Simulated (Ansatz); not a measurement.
Ansatz results at the PBE0-D4/def2-TZVP geometry: LUMO energy (PBE/def2-TZVPP) -0.81 eV; HOMO–LUMO gap (B3LYP/def2-TZVPP) 7.90 eV; HOMO energy (PBE/def2-TZVPP) -6.92 eV.

Each molecule was computed in one conformer, which needn't be the lowest.

Question: Which molecule gave them?
A. `C[SiH2]O[SiH2]F`
B. `FCO[SiH2][SiH3]`
C. `C[SiH2][SiH](O)F`
D. `OC(F)[SiH2][SiH3]`

Answer: D. The others give `FCO[SiH2][SiH3]`: -1.27, 7.33, -6.82; `C[SiH2]O[SiH2]F`: -0.48, 8.75, -7.35; `C[SiH2][SiH](O)F`: -1.05, 7.34, -6.74.

B3LYP here is the variant with VWN-RPA as its local correlation; programs differ in this.
